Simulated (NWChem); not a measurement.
Molecule: CH5FSi; SMILES FC[SiH3]

Computed with NWChem. Medium grid unless said otherwise, to which SCAN and Minnesota functionals are sensitive. The geometry was optimised at PBE-D3(BJ)/def2-SVP. Hybrids' shares of exact exchange are those that their runs print; pure functionals count as 0. The functionals differ in more than this share.

```
row              share of exact exchange  highest occupied level (eV)
---------------  -----------------------  ---------------------------
PBE/def2-SVP                        0.00                        -6.98
MN15-L/def2-SVP                     0.00                        -7.70
B3LYP/def2-SVP                      0.20                        -8.32
B3PW91/def2-SVP                     0.20                        -8.36
PBE0/def2-SVP                       0.25                        -8.60
M06-2X/def2-SVP                     0.54                     withheld
```

Problem. Fit a straight line of the last column on the one before it, predict the withheld value, and compare with the run.

Solution. 
1. Means of the 5 shown rows: x = 0.130, y = -7.992. Slope Σ(x − x̄)(y − ȳ)/Σ(x − x̄)² = -0.2912/0.05800 = -5.021; intercept -7.339.
2. The shown rows scatter about the line by 0.228 (root mean square); the largest residual is -0.36, at MN15-L/def2-SVP.
3. At x = 0.54 (M06-2X/def2-SVP; beyond the shown range) the line gives -10.05.
4. The run gives -9.98, +0.07 from the line, 0.3 times the scatter.
